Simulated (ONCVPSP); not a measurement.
# What the settings do to the ONCV potential of fluorine (F)

Base potential:

| Property | Result |
| --- | --- |
| Element | fluorine |
| Generator | ONCVPSP 4.0.1 |
| Type | optimised norm-conserving Vanderbilt (ONCV) |
| Functional | PBE |
| Relativity | scalar-relativistic |
| Frozen core | none |
| Valence charge | 9 |
| Reference configuration | 1s2 2s2 2p3 (charge +2) |
| Partial waves | 1s+2s: rc 0.40 bohr, ncon 5, nbas 8, qcut 38 1/bohr, 2 projectors; 2p: rc 1.70 bohr, ncon 3, nbas 7, qcut 9 1/bohr, 3 projectors, debl 0.5 Ha |
| Local potential | polynomial inside 0.30 bohr (lpopt 5, dvloc0 0 Ha) |
| Core correction | none |

In the p channel the program set the typed energies aside and used -1.801, 0.250, 0.750 Ha.

All-electron outer shells of the reference configuration (PBE, scalar-relativistic, ld1.x):

```
shell  level (eV)  outermost node (bohr)  outermost maximum (bohr)
   1s     -710.26                      –                      0.11
   2s      -67.99                   0.24                      0.73
   2p      -49.00                      –                      0.66
```

Cutoffs, loose and tight: the cutoffs (Ha) at which the residual kinetic energy of the hardest occupied pseudo-wave falls to 1 and 0.1 mHa per electron. They do not see the model core or the augmentation charge, which bear on the density cutoff. Test errors are all-electron minus pseudo excitation energies from the reference, over the configurations 1s2 2s2 2p5; 1s2 2s2 2p4; 1s2 2s2 2p2; 1s2 2s1 2p5. A dash means not determined; rows that change the core or the reference have their own tests.

| change | outcome | cutoff, loose | cutoff, tight | bound ghosts | GHOST(+) flags above zero | largest test error (meV) |
| --- | --- | --- | --- | --- | --- | --- |
| base | generated, projector energies reset by the program | 534 Ha | 608 Ha | none | none | +629 |
| s: qcut 23.9 | generated, projector energies reset by the program | 966 Ha | 1157 Ha | none | none | +629 |
| s: qcut 31.8 | generated, projector energies reset by the program | 449 Ha | 580 Ha | none | none | +629 |
| s: qcut 35.6 | generated, projector energies reset by the program | 505 Ha | 569 Ha | none | none | +629 |
| s: qcut 39.8 | generated, projector energies reset by the program | 557 Ha | 637 Ha | none | none | +629 |
| s: qcut 44.6 | generated, projector energies reset by the program | 601 Ha | 695 Ha | none | none | +629 |
| s: qcut 48.7 | generated, projector energies reset by the program | 673 Ha | 788 Ha | none | none | +629 |
| s: qcut 56.4 | generated, projector energies reset by the program | 763 Ha | 894 Ha | none | none | +629 |

Question: What comes out with this change to the base: s: qcut 51.9?

Answer: outcome: generated, projector energies reset by the program; cutoff, loose: 620 Ha; cutoff, tight: 721 Ha; bound ghosts: none; GHOST(+) flags above zero: none; largest test error (meV): +629.

Question: What comes out with this change to the base: s: qcut 26.6?

Answer: outcome: generated, projector energies reset by the program; cutoff, loose: 832 Ha; cutoff, tight: 1055 Ha; bound ghosts: none; GHOST(+) flags above zero: none; largest test error (meV): +629.

Reading the sweep of the qcut of the s channel (base included, trends over the rows without a ghost): The loose cutoff is not monotonic: lowest 449 Ha at 31.8 1/bohr, highest 966 Ha at 23.9 1/bohr. The median size of the test errors (rows with all tests solved) stays near 537.4 meV.
